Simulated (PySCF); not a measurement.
K⁻ (potassium, charge -1) across methods

[Ar] 4s2, closed-shell 1S. Computed with PySCF 2.14 in def2-TZVPPD (6s5p3d, 36 functions), with the non-relativistic Hamiltonian (point nucleus).

| method | E (hartree) | mean ε 3s (eV) | mean ε 3p (eV) | mean ε 4s (eV) | Σ⟨r²⟩ (bohr²) | ⟨S²⟩ |
| --- | --- | --- | --- | --- | --- | --- |
| PBE0 | -599.755 | -34.424 | -16.856 | 0.538 | 110.6 | 0.000 |
| r2SCAN | -599.883 | -32.518 | -15.547 | 0.869 | 112.3 | 0.000 |
| revPBE | -599.825 | -31.048 | -14.823 | 0.908 | 111.5 | 0.000 |
| PBE | -599.708 | -30.923 | -14.730 | 0.924 | 108.9 | 0.000 |
| LDA | -598.198 | -30.649 | -14.632 | 0.929 | 105.1 | 0.000 |
| PBEsol | -598.912 | -30.853 | -14.717 | 0.926 | 109.5 | 0.000 |
| UHF | -599.14662 | -43.751 | -22.135 | -0.032 | 117.2 | 0.000 |
| BLYP | -599.920 | -30.513 | -14.362 | 1.171 | 105.1 | 0.000 |

(1) Estimate the same row for r2SCANh.

The outer electron is barely bound at this level, so radii and moments hang on the diffuse functions.

The highest occupied level is positive at PBE0, r2SCAN, revPBE, PBE, LDA, r2SCANh, PBEsol, BLYP: only the finite basis holds that electron, which in a density functional comes from self-interaction.

Answers

(1) E (hartree) = -599.884; mean ε 3s (eV) = -33.660; mean ε 3p (eV) = -16.251; mean ε 4s (eV) = 0.740; Σ⟨r²⟩ (bohr²) = 111.9; ⟨S²⟩ = 0.000.
